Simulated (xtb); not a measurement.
xtb input (GFN2-xTB):

```bash
xtb mol.xyz --gfn 2 --ohess tight --chrg 1 --uhf 0
```
mol.xyz:
```
14

Si    -0.12719473    -1.03657548     0.83962856
O      1.12080096    -0.21503296     0.43917076
Si     2.32717043     0.73816748    -0.29543524
O     -1.45629408    -0.39621380     0.19687037
Si    -2.56937632     0.43427443    -0.63664055
H     -0.25440300    -0.87132206     2.30914780
H      0.03450497    -2.40177739     0.28989573
H      3.16381147    -0.20045660    -1.07816640
H      1.66193622     1.70690181    -1.08888102
H      3.06126447     1.29809661     0.85706317
H     -3.29790752     1.24017430     0.28530329
H     -1.95426983     1.20298747    -1.66209266
H     -3.43018508    -0.60747167    -1.21107930
H      1.83449873    -0.79900158     0.77920507
```

Output:

```
           -------------------------------------------------
          |                Calculation Setup                |
           -------------------------------------------------

           -------------------------------------------------
          |                 G F N 2 - x T B                 |
           -------------------------------------------------

        Reference                      10.1021/acs.jctc.8b01176
      * Hamiltonian:
        H0-scaling (s, p, d)           1.850000    2.230000    2.230000
        zeta-weighting                 0.500000
      * Dispersion:
        s8                             2.700000
        a1                             0.520000
        a2                             5.000000
        s9                             5.000000
      * Repulsion:
        kExp                           1.500000    1.000000
        rExp                           1.000000
      * Coulomb:
        alpha                          2.000000
        third order                    shell-resolved
        anisotropic                    true
        a3                             3.000000
        a5                             4.000000
        cn-shift                       1.200000
        cn-exp                         4.000000
        max-rad                        5.000000

          ...................................................
          :                      SETUP                      :
          :.................................................:
          :  # basis functions                  47          :
          :  # atomic orbitals                  44          :
          :  # shells                           22          :
          :  # electrons                        32          :
          :  max. iterations                   250          :
          :  Hamiltonian                  GFN2-xTB          :
          :  restarted?                      false          :
          :  GBSA solvation                  false          :
          :  PC potential                    false          :
          :  electronic temp.          300.0000000     K    :
          :  accuracy                    1.0000000          :
          :  -> integral cutoff          0.2500000E+02      :
          :  -> integral neglect         0.1000000E-07      :
          :  -> SCF convergence          0.1000000E-05 Eh   :
          :  -> wf. convergence          0.1000000E-03 e    :
          :  Broyden damping             0.4000000          :
          :  net charge                          1          :
          :  unpaired electrons                  0          :
          ...................................................

 iter      E             dE          RMSdq      gap      omega  full diag
   1    -17.6158999 -0.176159E+02  0.981E+00    6.42       0.0  T
   2    -17.7869539 -0.171054E+00  0.681E+00    4.13       1.0  T
   3    -17.7968722 -0.991827E-02  0.380E+00    3.55       1.0  T
   4    -17.7962330  0.639211E-03  0.956E-01    3.39       1.0  T
   5    -17.7977143 -0.148136E-02  0.330E-01    3.61       1.0  T
   6    -17.7982636 -0.549233E-03  0.176E-01    3.60       1.0  T
[...]
           -------------------------------------------------
 projected vibrational frequencies (cm⁻¹)
eigval :       -0.00    -0.00    -0.00    -0.00     0.00     0.00
eigval :      -13.78    34.17    51.26    64.43    89.82   102.56
eigval :      235.29   314.94   388.16   488.76   514.36   540.55
eigval :      553.07   584.71   588.56   594.87   611.13   714.49
eigval :      729.66   740.84   741.96   754.05   773.39   794.07
eigval :      810.36  1036.50  1146.23  2303.20  2309.87  2335.84
eigval :     2340.04  2376.60  2382.30  2409.49  2414.26  3451.87
 reduced masses (amu)
   1: 21.48   2: 22.69   3: 22.88   4: 23.56   5: 22.74   6: 23.25   7:  6.31   8:  8.22
   9: 21.47  10:  1.69  11: 14.73  12: 19.08  13: 20.50  14:  4.83  15: 19.58  16: 18.41
  17: 22.36  18:  5.04  19:  2.93  20:  2.49  21:  3.62  22:  3.11  23:  4.42  24:  2.56
  25:  2.12  26:  2.57  27:  2.47  28:  3.42  29:  3.35  30:  3.66  31:  2.80  32:  2.69
  33: 18.08  34:  2.18  35:  1.60  36:  1.71  37:  1.80  38:  1.72  39:  2.20  40:  2.17
  41:  1.61  42:  1.89
 IR intensities (km·mol⁻¹)
   1:  7.15   2:  4.74   3:  2.52   4:  2.79   5:  7.44   6:  1.32   7:  1.30   8:  3.89
Molecule has no symmetry elements
It seems to be the C1 point group
   9:  0.69  10:  3.80  11:  6.53  12:  4.81  13:  2.10  14: 84.97  15: 64.24  16:320.80
  17:118.89  18: 50.35  19: 55.33  20: 19.38  21:108.17  22: 74.10  23: 95.50  24: 46.80
  25:153.67  26:337.24  27:171.93  28:322.69  29:152.55  30:182.82  31:143.29  32:216.61
  33:556.11  34:230.07  35:128.61  36:221.22  37:105.00  38:115.91  39:150.96  40:271.03
  41:105.94  42: 73.65
 Raman intensities (Ä⁴*amu⁻¹)
   1:  0.00   2:  0.00   3:  0.00   4:  0.00   5:  0.00   6:  0.00   7:  0.00   8:  0.00
   9:  0.00  10:  0.00  11:  0.00  12:  0.00  13:  0.00  14:  0.00  15:  0.00  16:  0.00
  17:  0.00  18:  0.00  19:  0.00  20:  0.00  21:  0.00  22:  0.00  23:  0.00  24:  0.00
  25:  0.00  26:  0.00  27:  0.00  28:  0.00  29:  0.00  30:  0.00  31:  0.00  32:  0.00
  33:  0.00  34:  0.00  35:  0.00  36:  0.00  37:  0.00  38:  0.00  39:  0.00  40:  0.00
  41:  0.00  42:  0.00
 output can be read by thermo (or use thermo option).
 writing <g98.out> molden fake output.
 recommended (thermochemical) frequency scaling factor: 1.0
           -------------------------------------------------
          |             Thermodynamic Functions             |
           -------------------------------------------------

c1  symmetry found (for desy threshold:  0.10E+00) used in thermo
 inverting freq            1   13.783015466292460

          ...................................................
          :                      SETUP                      :
          :.................................................:
          :  # frequencies                          36      :
          :  # imaginary freq.                       0      :
          :  linear?                             false      :
          :  only rotor calc.                    false      :
          :  symmetry                               c1      :
          :  rotational number                       1      :
          :  scaling factor                  1.0000000      :
          :  rotor cutoff                   50.0000000 cm⁻¹ :
          :  imag. cutoff                  -20.0000000 cm⁻¹ :
          :.................................................:

    mode    ω/cm⁻¹     T·S(HO)/kcal·mol⁻¹    T·S(FR)/kcal·mol⁻¹   T·S(vib)
   ------------------------------------------------------------------------
       1     13.78    -2.19844 (  0.57%)    -1.43722 ( 99.43%)    -1.44159
       2     34.17    -1.66108 ( 17.91%)    -1.16889 ( 82.09%)    -1.25702
       3     51.26    -1.42167 ( 52.48%)    -1.04891 ( 47.52%)    -1.24453
       4     64.43    -1.28700 ( 73.39%)    -0.98120 ( 26.61%)    -1.20562
       5     89.82    -1.09244 ( 91.24%)    -0.88287 (  8.76%)    -1.07408
       6    102.56    -1.01520 ( 94.65%)    -0.84357 (  5.35%)    -1.00602
       7    235.29    -0.54806 ( 99.80%)    -0.59767 (  0.20%)    -0.54816
   ------------------------------------------------------------------------

   temp. (K)  partition function   enthalpy   heat capacity  entropy
                                   cal/mol     cal/K/mol   cal/K/mol   J/K/mol
 298.15  VIB  0.625E+05             5274.729     29.447     34.785
         ROT  0.402E+06              888.752      2.981     28.624
         INT  0.251E+11             6163.481     32.428     63.409
         TR   0.136E+28             1481.254      4.968     40.373
         TOT                        7644.7351    37.3965   103.7811   434.2202

       T/K    H(0)-H(T)+PV         H(T)/Eh          T*S/Eh         G(T)/Eh
   ------------------------------------------------------------------------
    298.15    0.121827E-01    0.949608E-01    0.493098E-01    0.456511E-01
   ------------------------------------------------------------------------

         :::::::::::::::::::::::::::::::::::::::::::::::::::::
         ::                  THERMODYNAMIC                  ::
         :::::::::::::::::::::::::::::::::::::::::::::::::::::
         :: total free energy         -17.645934521608 Eh   ::
         ::.................................................::
         :: total energy              -17.691585597780 Eh   ::
Note: The following floating-point exceptions are signalling: IEEE_UNDERFLOW_FLAG IEEE_DENORMAL
normal termination of xtb
         :: zero point energy           0.082778173846 Eh   ::
         :: G(RRHO) w/o ZPVE           -0.037127097674 Eh   ::
         :: G(RRHO) contrib.            0.045651076172 Eh   ::
         :::::::::::::::::::::::::::::::::::::::::::::::::::::
imag cut-off (cm-1) :    5.00
 found            1  significant imaginary frequency
 writing imag mode distorted coords to xtbhess.xyz
 for further optimization.

optimized geometry written to: xtbopt.xyz

           -------------------------------------------------
          | TOTAL ENERGY              -17.691585597780 Eh   |
          | TOTAL ENTHALPY            -17.596624763098 Eh   |
          | TOTAL FREE ENERGY         -17.645934521608 Eh   |
          | GRADIENT NORM               0.000221223676 Eh/α |
          | HOMO-LUMO GAP               4.474349319008 eV   |
           -------------------------------------------------

------------------------------------------------------------------------
------------------------------------------------------------------------
 total:
 SCF:
 ANC optimizer:
 analytical hessian:
```

It need not be the lowest isomer of its formula.
